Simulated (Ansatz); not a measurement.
Name a neutral molecule of C, Cl, F, N, Nb and H with HOMO energy (B3LYP/def2-TZVPP) between -8.30 and -8.00 eV and HOMO energy (ωB97M-V/def2-TZVPP) between -10.75 and -10.45 eV (Ansatz, PBE0-D4/def2-TZVP geometry).

`[CH3][Nb](=[NH])([F])[Cl]` (-8.13 eV, -10.65 eV). Other molecules can fit too; these were computed, each in one conformer that needn't be the lowest.

B3LYP here is the variant with VWN-RPA as its local correlation; programs differ in this.
